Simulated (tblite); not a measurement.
C3H11Ge2NSi.
SMILES with atom numbers: `[CH:1]#[C:2][SiH2:3][Ge@H:4]([GeH3:5])[NH:6][CH3:7]` (hydrogens: H8 on C1; H9, H10 on Si3; H11 on Ge4; H12, H13, H14 on Ge5; H15 on N6; H16, H17, H18 on C7)

Structure used (GFN2-xTB), in Å, numbered top down from 1:
```xyz
18
C3H11Ge2NSi angstrom
C      3.3336    0.5771   -1.6041
C      2.6464    1.1070   -0.7703
Si     1.5260    1.8373    0.5089
Ge    -0.3048    0.3677    0.7724
Ge     0.0026   -1.9961    1.2783
N     -1.3612    0.6022   -0.7172
C     -2.5793   -0.1761   -0.8382
H      3.9489    0.1288   -2.3315
H      2.2974    1.9554    1.7521
H      1.1005    3.1602    0.0423
H     -1.2914    0.8351    1.8535
H      0.7088   -2.2983    2.5710
H     -1.2646   -2.8081    1.3833
H      0.8110   -2.7596    0.2589
H     -0.8548    0.5850   -1.5941
H     -3.2073    0.2311   -1.6330
H     -3.1235   -0.1041    0.1038
H     -2.3972   -1.2385   -1.0476
```

Calculated harmonic vibrations of the isolated species, GFN2-xTB (tblite), most abundant isotopes, no scaling. The method is semi-empirical: single wavenumbers can be off by several per cent or more. Modes of hydrogen on germanium and silicon can be 10 to 20 % off. One conformer, not necessarily the lowest. The optimisation stopped once no atom felt more than 0.01 eV/Å.

Lowest wavenumbers of the output (negative numbers stand for imaginary wavenumbers):
```
mode    cm-1
  1     -21.9
  2      -4.6
  3      39.8
  4      59.4
  5      73.6
  6     104.0
  7     117.1
  8     189.0
  9     205.1
 10     216.2
```

Q: Is this structure a minimum?

A: Not by this Hessian. 1 mode is imaginary beyond 20i (22i cm⁻¹), and 1 more slightly so (4.6i). The curvature is small, so loose convergence or finite differences may be the whole cause.

Q: Which atoms move in the imaginary modes?

A: 22i: H14 (Ge–H hydrogen) 31 %, H13 (Ge–H hydrogen) 26 %, H12 (Ge–H hydrogen) 26 %; 5i: C1 (terminal alkyne carbon) 35 %, Ge5 (germanium bonded to Ge and 3 H) 12 %. These are shares of the mass-weighted motion.

Q: What is the remedy?

A: Step along such a mode in both directions, optimise again with tighter thresholds and repeat the frequencies. The zero-point energy of this point (72.5 kcal/mol) counts the 46 real modes alone, and thermal corrections from it aren't those of a minimum.

Time: 1.5 s wall. Hardware: an Arm Neoverse N1 with one thread (shared host). The figure is for the frequency step alone.
